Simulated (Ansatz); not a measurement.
CH₃NO₂Si. Charge 0, multiplicity 1.

```xyz
8

O    -1.6914   -1.1258   -0.4723
C    -0.6194   -0.4094   -0.2092
N     0.1705    0.1997   -1.0283
Si    0.9930    0.6477    0.4426
O    -0.3016   -0.2958    1.1026
H    -1.7992   -1.1231   -1.4325
H     0.9322    2.0591    0.8791
H     2.3160    0.0476    0.7179
```

Question: List the harmonic frequencies (cm⁻¹, unscaled) at PBE0-D4/def2-TZVP in Ansatz. (An estimate is asked.)

Answer: The calculation gave: 194, 454, 551, 582, 609, 671, 698, 786, 788, 904, 987, 1026, 1202, 1467, 1649, 2264, 2274, 3814.

Question: Is this a minimum?

Answer: Yes, all 18 modes are real.

Question: Give the ideal-gas thermochemistry at 298.15 K and 1 bar (rigid rotor, harmonic oscillator; point group Cs, symmetry number 1).

Answer: Zero-point energy 125.1 kJ/mol; H(298) − E = 140.0 kJ/mol; entropy 295.5 J/(mol·K), of which translation 164.9, rotation 105.9, vibration 24.7; G(298) − E = 51.9 kJ/mol.

Question: And at 400, 500, 600, 800 and 1000 K?

Answer: 
| T (K) | H − E (kJ/mol) | S (J/mol/K) | G − E (kJ/mol) |
| --- | --- | --- | --- |
| 400 | 149.2 | 321.7 | 20.5 |
| 500 | 159.8 | 345.4 | -12.9 |
| 600 | 171.7 | 367.1 | -48.5 |
| 800 | 198.3 | 405.3 | -125.9 |
| 1000 | 227.5 | 437.8 | -210.2 |

Question: Rotational constants (cm⁻¹)?

Answer: 0.4079, 0.1216, 0.09694.
